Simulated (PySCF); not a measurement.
## Radial density of Nb (niobium, neutral)

UHF, [Kr] 4d4 5s1, high-spin 6D determinant. Calculation: PySCF 2.14, in def2-TZVPPD with the def2 core potential (28 electrons); scalar relativity through the core potential. This is the valence pseudo-density: the core potential removes the inner electrons and smooths the orbitals near the nucleus.

```
r (bohr)  4πr²ρ (e/bohr)  4πr²(ρα − ρβ)
  0.0462       1.100e-05         0.0000
  0.0777       4.871e-05         0.0000
   0.131       0.0003148         0.0000
   0.220        0.003542         0.0007
   0.370         0.08600         0.0149
   0.622           2.211         0.2241
    1.05           9.710         1.3642
    1.76           4.964         2.0502
    2.96           1.174         1.0828
    4.98          0.2317         0.2315
    8.38        0.009035         0.0090
```

Energies and moments cover only the electrons outside the core potential.
